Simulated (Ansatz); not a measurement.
The molecule TaGa, multiplicity 7 (an upper state: multiplicity 5 came lower at PBE0/def2-TZVPP). No spin–orbit coupling. Ga is treated without relativity.

Seven points along R, fitted to fifth degree in 1/R; most abundant isotopes. Runs in def2 and cc sets follow the lowest solution found near the PBE0 minimum.

Run with Ansatz (a program for electronic structure).  In def2 rows elements past Kr take small-core potentials, without spin–orbit coupling.

```
level               r_e (Å)  ω_e (cm⁻¹)  ω_e x_e (cm⁻¹)  dipole (D)
------------------  -------  ----------  --------------  ----------
PBE/def2-TZVPP        2.561           ?            0.59        1.12
PBE0/def2-TZVPP       2.534         218            0.58        1.56
wB97X-V/def2-TZVPP        ?           ?            0.66        2.37
```

Some entries are withheld; supply them.


- wB97X-V/def2-TZVPP, r_e (Å): 2.508
- wB97X-V/def2-TZVPP, ω_e (cm⁻¹): 231
- PBE/def2-TZVPP, ω_e (cm⁻¹): 206
